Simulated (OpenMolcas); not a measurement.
## Co2+ in CaO: curves along the breathing mode

Co2+ with its 6 nearest oxide ions, on the Ca site of CaO (a = 4.8105 Å, distance in the model lattice 2.405 Å). The rest of the host is ab initio model potentials to 7.6 Å, with orthogonalisation functions on the cations behind the ligands, and point charges beyond; the distance is set by hand and nothing relaxes. Ligand basis ANO-RCC-VDZP.

| Item | Value |
| --- | --- |
| Program | OpenMolcas 26.06 |
| Method | SS-CASPT2, IPEA 0.25 Eh, imaginary shift 0.1 Eh (closed shells correlated: 3s 3p and the ligand valence shells) |
| Basis | ANO-RCC-VDZP [5s4p2d1f] |
| Scalar Hamiltonian | DKH2, point nucleus |
| Active space | 7 electrons in 5 orbitals (3d) |
| State averaging | 2S+1 = 4 even, 10 roots; 2S+1 = 2 even, 40 roots |
| Spin-orbit coupling | state interaction with AMFI integrals over the reference wave functions |

Spin-free energies (labels of O, the rotations of Oh) in cm-1 above the lowest fitted minimum, as all ligands move together:

| R (Å) | 4T1 | 4T2 | 2E | 2T1 | 2T2 | 4A2 | 2T1(2) |
| --- | --- | --- | --- | --- | --- | --- | --- |
| 2.076 | 10630 | 20500 | 20080 | 27180 | 27860 | 31670 | 30840 |
| 2.125 | 5240 | 14560 | 15400 | 21800 | 22310 | 24690 | 25380 |
| 2.174 | 1830 | 10510 | 12570 | 18360 | 18770 | 19910 | 21860 |
| 2.223 | 200 | 8310 | 11380 | 16690 | 16990 | 17110 | 20050 |
| 2.272 | 190 | 7850 | 11690 | 16590 | 16780 | 16090 | 19970 |
| 2.321 | 1740 | 8940 | 13410 | 18010 | 18070 | 16730 | 21300 |
| 2.37 | 4630 | 11190 | 16470 | 20810 | 20790 | 18940 | 24000 |

Cubic fits give the following; the wavenumber is harmonic, with the mass of all moving ligands, small differences in it between states hang on the degree of the fit, a number in brackets counts states of one label, and the table is a selection of at most 14 states with clean curves.

```json
{"State": "4T1", "R0 (Å)": "2.247", "Breathing mode (cm-1)": "481", "Minimum (cm-1)": "0"}
{"State": "4T2", "R0 (Å)": "2.263", "Breathing mode (cm-1)": "473", "Minimum (cm-1)": "7840"}
{"State": "2E", "R0 (Å)": "2.236", "Breathing mode (cm-1)": "469", "Minimum (cm-1)": "11300"}
{"State": "2T1", "R0 (Å)": "2.250", "Breathing mode (cm-1)": "477", "Minimum (cm-1)": "16430"}
{"State": "2T2", "R0 (Å)": "2.253", "Breathing mode (cm-1)": "476", "Minimum (cm-1)": "16660"}
{"State": "4A2", "R0 (Å)": "2.276", "Breathing mode (cm-1)": "492", "Minimum (cm-1)": "16080"}
{"State": "2T1(2)", "R0 (Å)": "2.251", "Breathing mode (cm-1)": "476", "Minimum (cm-1)": "19810"}
{"State": "4T1(2)", "R0 (Å)": "2.260", "Breathing mode (cm-1)": "486", "Minimum (cm-1)": "21220"}
{"State": "2A1", "R0 (Å)": "2.261", "Breathing mode (cm-1)": "485", "Minimum (cm-1)": "21480"}
{"State": "2T2(2)", "R0 (Å)": "2.261", "Breathing mode (cm-1)": "483", "Minimum (cm-1)": "24560"}
{"State": "2T1(3)", "R0 (Å)": "2.261", "Breathing mode (cm-1)": "483", "Minimum (cm-1)": "26860"}
{"State": "2E(2)", "R0 (Å)": "2.258", "Breathing mode (cm-1)": "487", "Minimum (cm-1)": "28160"}
{"State": "2T2(3)", "R0 (Å)": "2.265", "Breathing mode (cm-1)": "485", "Minimum (cm-1)": "30830"}
{"State": "2E(3)", "R0 (Å)": "2.277", "Breathing mode (cm-1)": "487", "Minimum (cm-1)": "32410"}
```

The minimum of 4T2 is shifted by +0.0158 Å against 4T1 (from the unrounded fits). With M = 96.0 u for the moving shell, the Huang-Rhys factor in this mode is S = M ω ΔR² / 2ħ = 0.01483 × 96.0 × 481 × 0.0158² = 0.17. Only the first shell moves, against a rigid host.

Roots that are degenerate in the reference are averaged as groups; the widest CASPT2 spread within a group is 390 cm-1 (the 2-fold group of multiplicity 2 near 60800 cm-1 above the lowest state of its run, R = 2.37). Shifts and gaps below about the spread of the groups concerned are not significant. Over all roots computed the reference weight is 0.70 to 0.71 in R = 2.076, 0.69 to 0.71 in R = 2.125, 0.69 to 0.71 in R = 2.174, 0.69 to 0.71 in R = 2.223, 0.68 to 0.71 in R = 2.272, 0.68 to 0.71 in R = 2.321, 0.69 to 0.71 in R = 2.37; a low but even weight reflects the number of correlated electrons. An orbital triplet at a regular site is open to Jahn-Teller coupling, which can distort the site and quench the lowest spin-orbit gaps and is left out. A single d shell leaves out the double-shell effect, which counts most for late 3d ions, where the CASPT2 field can be off either way by tens of per cent. Ligand-to-metal charge-transfer states are missing. These CASPT2 states fit no ligand-field parameters well, so their order and spin gaps are uncertain. For late 3d ions with one d shell CASPT2 can put B and the spin-flip bands somewhat low as well as high. With one d shell and no ligand orbital active, 10Dq can be off by tens of per cent for divalent 3d ions, low with halides held by bare charges and at times high in hosts. Free-ion shares, where given, are those of the reference states; single-state CASPT2 does not remix them. No measured value stands beside these numbers.
